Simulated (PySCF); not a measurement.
Job for PySCF: R-MP2/6-31G* on H2S (SMILES S) with ghost functions, monomers drawn apart or pushed together.

```python
from pyscf import gto, scf, dft, mp
from pyscf.data.elements import chemcore

mol = gto.M(
    atom='''
    S     0.22281207    1.06607439    4.80184565
    H     0.71300739   -0.16817147    4.99856415
    H     0.12374326    0.87938175    3.47426611
    ghost-C    0.51859422    0.27175526   -0.15663105
    ghost-C   -0.59238015   -0.14862288   -0.00710462
    ghost-H    1.50477007    0.64605088   -0.28864041
    ghost-H   -1.57910562   -0.52088284    0.12655946
    ''',
    basis='6-31g*',
    cart=True,
    charge=0, spin=0, verbose=3, max_memory=1800)
mf = scf.RHF(mol)
mf.conv_tol = 1e-8
mf.max_cycle = 100
mf.kernel()
if not mf.converged:
    mf = mf.newton().run(mf.mo_coeff, mf.mo_occ)
pt = mp.MP2(mf, frozen=chemcore(mol)).run()
```

Program output:

```
converged SCF energy = -398.666923404095
E(RMP2) = -398.788406856946  E_corr = -0.121483452851175
E(SCS-RMP2) = -398.790967754669  E_corr = -0.124044350574665
```

The calculation finished and met its thresholds.

Cost: about 0.5 core-seconds (a rough figure).
